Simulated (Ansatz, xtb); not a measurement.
# C5H7F3O: which of two isomers lies lower

Structure X is `CC/C(F)=C(/O)C(F)F`, a singlet and structure Y is `CC/C(F)=C(\O)C(F)F`, a singlet. Both are isolated molecules in the gas phase, relaxed with B3LYP-D3(BJ)/def2-SVP, each in the lowest conformer that the search found.

Task: Estimate E(Y) − E(X) at the level CCSD(T)/def2-SVP + ΔMP2/def2-TZVPP.

Result: CCSD(T)/def2-SVP + ΔMP2/def2-TZVPP gives E(Y) − E(X) = −0.02 kcal/mol, slightly favouring structure Y, which is too small a margin to settle the true order.

Level by level:

| level | geometry | E(Y) − E(X) (kcal/mol) | departure from the last row (kcal/mol) | job, with rough time for the two |
| --- | --- | --- | --- | --- |
| B3LYP-D3(BJ)/def2-SVP | B3LYP-D3(BJ)/def2-SVP | +0.42 | +0.44 | optimisation, 7 min |
| HF/def2-SVP | B3LYP-D3(BJ)/def2-SVP | −0.87 | −0.86 | part of the CCSD(T) run |
| MP2/def2-SVP | B3LYP-D3(BJ)/def2-SVP | +0.22 | +0.24 | part of the CCSD(T) run |
| CCSD(T)/def2-SVP | B3LYP-D3(BJ)/def2-SVP | +0.07 | +0.09 | single point |
| CCSD(T)/def2-SVP + ΔMP2/def2-TZVPP | B3LYP-D3(BJ)/def2-SVP | −0.02 |  | single point, 8.8 min |

As drawn, both hold the same kinds of bond in the same numbers.

The largest departure from CCSD(T)/def2-SVP + ΔMP2/def2-TZVPP is that of HF/def2-SVP, 0.86 kcal/mol. Levels run at GFN2-xTB geometries aren't shown. The last row adds to CCSD(T) the change of the MP2 difference between the two basis sets, here −0.09 kcal/mol.

With thermal terms from frequencies at re-optimised GFN2-xTB minima (ideal gas, soft modes damped towards free rotors, one conformer each, 298.15 K, 1 atm): the zero-point term adds −0.38 kcal/mol; ΔH is −0.17 and ΔG −0.68 kcal/mol.

The correlated steps freeze 9 core orbitals. Programs: Ansatz 0.2.0, xtb 6.7.1; the last row on 2 threads of Arm Neoverse V1 on a shared host.
